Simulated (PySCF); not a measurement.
H₃N. Atoms are numbered in the order given.

```xyz
4

N      0.0000     0.0000     0.1117
H      0.8165    -0.4714    -0.2605
H     -0.8165    -0.4714    -0.2605
H      0.0000     0.9428    -0.2605
```
Charge 0, spin multiplicity 1.

The structure is a stationary point at B3LYP-D3(BJ)/def2-TZVP.

Level of theory: PySCF with KT2/pcSseg-1.

GIAO shieldings, no solvent; atoms alike by connectivity are averaged. δ = σ(ref) − σ: ¹H against TMS (σ = 31.47 ppm), references at their B3LYP-D3(BJ)/def2-TZVP geometries, non-relativistic.

```
nucleus       atoms  count  δ (ppm)
-------  ----------  -----  -------
¹H       H2, H3, H4      3    -0.36
```
